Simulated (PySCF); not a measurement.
Molecule (SMILES): [AlH] (AlH) (closed-shell singlet).
Geometry (B3LYP-D3(BJ)/def2-TZVP, fixed):
```xyz
2

Al     0.0000     0.0000    -0.1187
H      0.0000     0.0000     1.5432
```
Charge 0, spin multiplicity 1.

Basis-set convergence of the isotropic shielding of H2 at HF with PySCF. GIAO, no density fitting; atoms are numbered in the order shown. All functions are spherical. Core-valence sets carry the plain set on hydrogen. No added dispersion term, no relativity. Reference: the value in pcSseg-3, 23.60 ppm, itself unsure by roughly 0.02 ppm (its mean distance from pcseg-4, cc-pCVQZ, cc-pV(5+d)Z). Deviations are taken from unrounded values. Cost is core time over that of cc-pV(Q+d)Z, rough, on shared machines of one kind; a dash marks a row that isn't timed (too short, read off another run, short of memory, by another algorithm or on other hardware).

| basis | functions | isotropic shielding of H2 (ppm) | minus reference (ppm) | cost |
|---|---|---|---|---|
| 3-21G | 15 | 21.09 | -2.51 | - |
| pcSseg-0 | 15 | 21.26 | -2.35 | - |
| pcseg-1 | 23 | 22.85 | -0.75 | - |
| 6-31+G* | 24 | 22.92 | -0.69 | - |
| pcSseg-1 | 29 | 23.03 | -0.58 | - |
| pcseg-2 | 48 | 23.40 | -0.21 | - |
| def2-TZVPD | 52 | 23.50 | -0.11 | - |
| pcSseg-2 | 57 | 23.41 | -0.19 | - |
| 6-311++G(3df,3pd) | 65 | 23.56 | -0.04 | - |
| aug-cc-pV(T+d)Z | 78 | 23.55 | -0.06 | - |
| cc-pV(Q+d)Z | 94 | 23.58 | -0.02 | 1× |
| def2-QZVPP | 100 | 23.64 | 0.04 | 0.9× |
| def2-QZVPPD | 109 | 23.65 | 0.04 | 1× |
| pcSseg-3 | 109 | 23.60 | 0.00 | 1× |
| aug-pcseg-3 | 138 | 23.62 | 0.02 | 5× |
| cc-pCVQZ | 139 | 23.61 | 0.01 | 4× |
| cc-pV(5+d)Z | 155 | 23.64 | 0.04 | 10× |
| pcseg-4 | 166 | 23.63 | 0.03 | 9× |
